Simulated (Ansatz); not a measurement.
Input and output for the cluster Cr₃⁻.

```yaml
crystal:
  periodic: [false, false, false]
  atoms:
    - {symbol: Cr, position_ang: [0.990203, -0.907120, -0.713758]}
    - {symbol: Cr, position_ang: [-0.109450, -0.012208, 1.527450]}
    - {symbol: Cr, position_ang: [-0.880744, 0.919328, -0.813682]}
basis:
  gaussian: {orbitals: def2-TZVP}
total_charge: -1
magnetization: {spin_polarized: true, initial_magnetization: 1}
hamiltonian: {xc: {name: BHLYP}, dispersion: d3bjatm}
scf: {lower_state_search: off}
output: {forces: true}
```

```sh
$ ansatz run in.yaml --threads 4 --pin off --events-out ev --progress --plain --max-ram 3916MiB
```

Shortened log:

```
Functional definition: BHLYP
1281 factors; integrals over basis functions are off by at most 2.6e-4 eV
mean field evaluation 1: about -85236.3133 eV, gradient 1.2e1 eV
mean field evaluation 2: about -85208.5872 eV, gradient 1.1e2 eV
mean field evaluation 4: about -85236.2920 eV, gradient 3.2e1 eV
mean field evaluation 8: about -85255.9844 eV, gradient 4.9e0 eV
mean field evaluation 16: about -85257.8461 eV, gradient 7.5e-1 eV
mean field -85258.02428590 eV, -3133.1746025424 hartree, gradient 1.9e-6 eV, S^2 8.409235; 0 other end points of the search recorded, 0 dependent functions left out
reference -85258.02440294 eV, -3133.1746068435 hartree; 37, 36 occupied and 98, 99 virtual orbitals, 1281 factors
Total energy: -85258.31802980 eV, -3133.1853974317 hartree
Atom 0 at     0.990203    -0.907120    -0.713758 Å, force     0.688789    -0.634048    -0.457212 eV/Å
Atom 1 at    -0.109450    -0.012208     1.527450 Å, force    -0.123543     0.056164     0.823310 eV/Å
Atom 2 at    -0.880744     0.919328    -0.813682 Å, force    -0.565245     0.577884    -0.366099 eV/Å
Dipole moment:    -0.015086     0.015189    -0.006750 e Å
Checks for a lower state left out: stability, starts, cluster_reference, orbital_swaps, neighbouring_geometries, increment
```

Run time 4.9 s (4 threads of Intel Xeon 6975P-C on a shared host).

The highest occupied level of an anion often lies above zero with these methods, and sets without diffuse functions describe the outer electron poorly. The charge -1 doublet is spin-contaminated (final ⟨S²⟩ up to 8.41, 0.75 for a pure state).

The dipole of an ion depends on the origin.
